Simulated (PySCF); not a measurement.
Molecule: C5H5F3SSi, SMILES c1(ccc(s1)C(F)(F)F)[SiH3]. Atoms near the plane z = 0.6 Å, at the GFN2-xTB optimised geometry (x, y, z in Å): C2 (-1.5, -2.4, 0.0), F3 (-2.3, -2.4, 1.1), F4 (-0.8, -3.5, 0.0), C5 (-0.6, -1.2, 0.0), C6 (0.8, -1.2, 0.0), C7 (1.3, 0.1, 0.0), C8 (0.3, 1.1, 0.0), Si9 (0.6, 3.0, 0.0), S10 (-1.2, 0.4, 0.0), H11 (1.4, -2.1, 0.0), H12 (2.3, 0.3, 0.0), H13 (2.0, 3.2, 0.0), H15 (-0.1, 3.5, 1.2).

Method: B3LYP/def2-TZVP run with PySCF. The values are rescaled to run from 0 to 1.

```
|5555555555555555555555555|
|5555555555555555555555555|
|5555555555555555555555555|
|5555555555555555555555555|
|5555555555555555555555555|
|5555555555556655555555555|
|5555555555555555555555555|
|5555555555554444455555555|
|5555555554443344445555555|
|5555555554432134445555555|
|5555555554431023444555555|
|5555555555442112344555555|
|5555555556654322344555555|
|5555555556776544444555555|
|5555555556898765555555555|
|5555555556898765555555555|
|5555555445666655555555555|
|5555555545555555555555555|
|5555555555555555555555555|
|5555555554445555555555555|
|5555555554445555555555555|
|5555555555555555555555555|
|5555555555555555555555555|
|5555555555555555555555555|
|5555555555555555555555555|
```
Scale: ten equal steps from 0.000 (start of '0') to 1.00 (end of '9'), in the order '0123456789'; x runs from -6.00 to 6.00, y from -6.00 (bottom) to 6.00 (top).

Q: Which quantity is mapped?
A) electrostatic potential
B) Laplacian of the electron density
C) deformation density (molecule minus spherical neutral atoms)
D) an orbital amplitude

A: D, an orbital amplitude. In full: HOMO amplitude (bohr^(-3/2)).
